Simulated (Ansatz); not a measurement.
Isomers of C3H7N. All species are isolated molecules in the gas phase. One relaxed conformer stands for each flexible species; it need not be the lowest. Strings in code marks are SMILES.

Quantity: electronic energy of isomers of C3H7N relative to `CC(C)=N`, in kJ/mol.

Case: `NC1CC1`. Geometry of `NC1CC1` (neutral, multiplicity 1, Å):

```xyz
11

N      1.6151    -0.0875    -0.1458
C      0.2742     0.2934    -0.4810
C     -0.7988     0.5198     0.5482
C     -0.8246    -0.6991    -0.3349
H      2.1013     0.6708     0.3175
H      1.6184    -0.8790     0.4846
H      0.2266     0.9264    -1.3618
H     -0.5254     0.3751     1.5869
H     -1.5352     1.2959     0.3773
H     -1.5764    -0.7644    -1.1110
H     -0.5751    -1.6513     0.1199
```

**Question.** What electronic energy of isomers of C3H7N relative to `CC(C)=N` does frozen-core CCSDT(Q)/6-31g // PBE0-D3(BJ)/def2-TZVP (Ansatz, a quantum-chemistry and plane-wave program) give?

**Answer.** 115.4 kJ/mol.
